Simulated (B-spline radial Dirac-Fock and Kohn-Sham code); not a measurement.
Core-level shifts of praseodymium with charge state

Model: Dirac-Fock energy differences between relaxed states, corrected for Breit and QED terms. Program: a B-spline atomic structure program. Each ion is free and in its tabulated ground configuration. The model has no electron correlation.

Reference: Pr¹²⁺, [Kr] 4d10 5s1, with L2 (2p1/2) 6669.1 eV, M1 (3s) 1737.8 eV, M2 (3p1/2) 1568.3 eV, M3 (3p3/2) 1472.0 eV, N2 (4p1/2) 464.2 eV, Kα1 (K-L3) 36024.2 eV, Kβ1 (K-M3) 40745.0 eV, Lℓ (L3-M1) 4455.0 eV. Shifts from it, in eV (a dash: the subshell is empty, belongs to an open shell averaged over j, or its hole state is left out as unreliable):

```csv
ion,configuration,L2 (2p1/2),M1 (3s),M2 (3p1/2),M3 (3p3/2),N2 (4p1/2),Kα1,Kβ1,Lℓ
Pr¹³⁺,[Kr] 4d10,+24.3,+23.6,+23.6,+23.6,+22.2,+0.77,+1.48,+0.76
Pr¹⁴⁺,[Kr] 4d9,?,?,?,?,?,?,?,?
Pr¹⁵⁺,[Kr] 4d8,+106.1,+100.7,+100.9,+100.6,+85.8,+0.68,+6.12,+5.37
Pr¹⁶⁺,[Kr] 4d7,+148.9,+140.7,+141.1,+140.6,+118.6,+0.68,+8.81,+8.00
Pr¹⁷⁺,[Kr] 4d6,+192.9,+181.8,+182.3,+181.6,+152.0,+0.71,+11.78,+10.87
Pr¹⁸⁺,[Kr] 4d5,+238.1,+223.8,+224.5,+223.5,+186.0,+0.77,+15.01,+13.97
Pr¹⁹⁺,[Kr] 4d4,+284.5,+266.8,+267.6,+266.5,+220.6,+0.87,+18.52,+17.32
Pr²⁰⁺,[Kr] 4d3,+332.1,+310.8,+311.8,+310.4,+255.8,+1.01,+22.31,+20.90
```

Problem. Give the missing shifts for Pr¹⁴⁺.

Solution. L2 (2p1/2) +64.6, M1 (3s) +61.6, M2 (3p1/2) +61.8, M3 (3p3/2) +61.6, N2 (4p1/2) +53.7, Kα1 +0.71, Kβ1 +3.67, Lℓ +2.95 (eV).

Over this range L2 (2p1/2) moves by +332.1 eV and Kα1 by +1.0 eV: a line is a difference of two levels that shift in the same direction.

Values without a named source are computed, but for edge energies of neutral atoms, which are taken from tables.
